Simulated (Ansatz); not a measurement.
One change: `C[C](=O)[GeH3]` becomes `CC(=O)[SeH]`.

Ansatz, PBE0-D4/def2-TZVP geometries, multiplicity 1. Each molecule was computed in one conformer, which needn't be the lowest.

Scalar relativity is left out up to krypton. Spin–orbit coupling is left out; it splits and shifts lone-pair levels of the heavy atoms by tenths of an eV.

```
                                      property  `C[C](=O)[GeH3]`
         LUMO energy (ωB97M-V/def2-TZVPP) / eV              1.23
         HOMO energy (ωB97M-V/def2-TZVPP) / eV             -9.12
size of the dipole moment (PBE/def2-TZVPP) / D              2.26
           HOMO–LUMO gap (PBE/def2-TZVPP) / eV              3.31
           LUMO energy (B3LYP/def2-TZVPP) / eV             -1.30
         HOMO–LUMO gap (B3LYP/def2-TZVPP) / eV              5.37
```

Question: What does the change do to each property? (An estimate is asked.)

Answer: Computed: 
```tsv
property	`CC(=O)[SeH]`	shift
LUMO energy (ωB97M-V/def2-TZVPP) / eV	1.53	0.30
HOMO energy (ωB97M-V/def2-TZVPP) / eV	-9.50	-0.38
size of the dipole moment (PBE/def2-TZVPP) / D	2.94	0.68
HOMO–LUMO gap (PBE/def2-TZVPP) / eV	4.36	1.05
LUMO energy (B3LYP/def2-TZVPP) / eV	-1.00	0.30
HOMO–LUMO gap (B3LYP/def2-TZVPP) / eV	6.12	0.75
```

With PBE0 the HOMO falls by 0.46 eV and the LUMO rises by 0.29 eV, so the gap widens by about 0.75 eV. PBE moves the HOMO by -0.69 eV and ωB97M-V by -0.38 eV. The zero-point energy changes by -37.5 kJ/mol with -6 modes. Dipoles are sizes alone; their direction can turn.

Positive LUMOs are unbound, so they and the gaps depend on the basis.

B3LYP here is the variant with VWN-RPA as its local correlation; programs differ in this.
